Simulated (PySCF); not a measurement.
ZnI, SMILES [Zn][I] (connectivity only; charge and spin as stated), neutral, multiplicity 2.

Coordinates come from a B3LYP-D3(BJ)/def2-TZVP optimisation. The multiplicity is an assumed one; other spin states were not compared. The def2 effective core potentials stand for the cores of I; spin–orbit coupling is left out.

Method: M06-2X/def2-TZVPD run with PySCF.

Gas-phase values at a fixed geometry.

Computed frontier levels, dipole moment and polarisability:
```
Property                                                          Result
-----------------------------------------------  -----------------------
α spin, highest occupied and lowest empty level       -7.21 and -0.58 eV
β spin, highest occupied and lowest empty level       -8.54 and -4.07 eV
dipole moment                                                     2.54 D
mean static polarisability                         73.6 bohr³ (10.91 Å³)
polarisability, principal values                  62.0, 62.0, 96.8 bohr³
⟨S²⟩                                             0.754 (pure state 0.75)
```
